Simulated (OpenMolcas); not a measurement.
**Ionisation energies of zirconium**

```
Program             : OpenMolcas 26.06
Basis               : ANO-RCC-VQZP [8s7p5d3f2g1h]
Scalar Hamiltonian  : DKH2, point nucleus
Spin-orbit coupling : state interaction with AMFI integrals over the reference wave functions, term energies averaged over their components
```

Active shells in each charge state: the valence d shell, with orbitals averaged over the low states. Where CASPT2's correlated closed shells are named, they are those of the first ion.

A. CASSCF
B. SS-CASPT2, IPEA 0.25 Eh, imaginary shift 0.1 Eh (closed shells correlated: 4s 4p)
C. SS-CASPT2, IPEA 0.25 Eh, imaginary shift 0.1 Eh (closed shells correlated: none)
D. SS-CASPT2, IPEA 0.25 Eh, imaginary shift 0.1 Eh (closed shells correlated: 3d 4s 4p)
E. SS-CASPT2, IPEA 0 Eh, imaginary shift 0.1 Eh (closed shells correlated: 4s 4p)

Energies in eV between the lowest computed levels, named as in B; reference values from the NIST Atomic Spectra Database with their kind.

```
          From              To       A       B       C       D       E  Spin-orbit share in B                Reference
  Zr2+ 4d2 3F2  Zr3+ 4d 2D 3/2  22.328  23.186  22.484  23.156  23.271                 +0.023  23.170 (semi-empirical)
Zr3+ 4d 2D 3/2    Zr4+ 4p6 1S0  33.429  34.291  33.429  34.257  34.368                 +0.091        34.418 (measured)
```

Error against the reference values, in %:

| From | Reference | A | B | C | D | E |
| --- | --- | --- | --- | --- | --- | --- |
| Zr2+ | semi-empirical | -3.6 | +0.1 | -3.0 | -0.1 | +0.4 |
| Zr3+ | measured | -2.9 | -0.4 | -2.9 | -0.5 | -0.1 |

Absolute error against the one measured value: A 0.99 eV, B 0.13 eV, C 0.99 eV, D 0.16 eV, E 0.05 eV. E lies closest.

The lowest level within the active space need not be the ion's true ground level.
